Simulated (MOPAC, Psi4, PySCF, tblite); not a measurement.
Interaction energy of BF3 ··· Na+ (SMILES FB(F)F and [Na+]) (charge +1), singlet. Monomers: optimised at B3LYP-D3(BJ) (def2-TZVP), held rigid. Orientation: lowest of the rigid-body minima from ten starts at GFN2-xTB (searched outside a hard wall at short contacts). Only R, the distance of the centres of mass, is varied, so the lowest point isn't the relaxed dimer. The shortest distances reach bonding range, where SAPT0 and rigid monomers are unreliable.

Computed with: PM7, restricted, heats of formation (MOPAC); RKS-B3LYP/3-21G = PySCF with restricted B3LYP/3-21G, no counterpoise correction; GFN2-xTB (tblite); wB97M-V/def2-TZVP, counterpoise-corrected (Psi4).

Interaction energies in kJ/mol; the last columns give the difference from wB97M-V:

```
R / Å     PM7  RKS-B3LYP/3-21G  GFN2-xTB  wB97M-V/def2-TZVP  PM7 − wB97M-V/def2-TZVP  RKS-B3LYP/3-21G − wB97M-V/def2-TZVP  GFN2-xTB − wB97M-V/def2-TZVP
-----  ------  ---------------  --------  -----------------  -----------------------  -----------------------------------  ----------------------------
3.36   -45.46           -80.77    -62.84             -28.73                   -16.73                               -52.04                        -34.10
3.58   -55.31           -77.97    -61.01             -35.10                   -20.20                               -42.86                        -25.91
3.74   -50.84           -71.36    -59.46             -33.39                   -17.44                               -37.97                        -26.07
4.04   -38.36           -56.76    -58.11             -26.82                   -11.54                               -29.94                        -31.29
4.39   -27.01           -40.84    -52.69             -19.60                    -7.41                               -21.24                        -33.09
4.88   -17.41           -24.93    -41.08             -12.71                    -4.70                               -12.23                        -28.38
5.54   -10.36           -14.35    -26.01              -7.57                    -2.79                                -6.78                        -18.44
6.59    -4.72            -7.64    -11.27              -3.88                    -0.84                                -3.76                         -7.39
7.89    -2.27            -3.03     -4.78              -2.02                    -0.25                                -1.01                         -2.76
```

PM7 is furthest from wB97M-V/def2-TZVP at 3.58 (-20.20 kJ/mol, below); its mean absolute difference over the points is 9.10 kJ/mol.

RKS-B3LYP/3-21G is furthest from wB97M-V/def2-TZVP at 3.36 (-52.04 kJ/mol, below); its mean absolute difference over the points is 23.09 kJ/mol.

GFN2-xTB is furthest from wB97M-V/def2-TZVP at 3.36 (-34.10 kJ/mol, below); its mean absolute difference over the points is 23.05 kJ/mol.
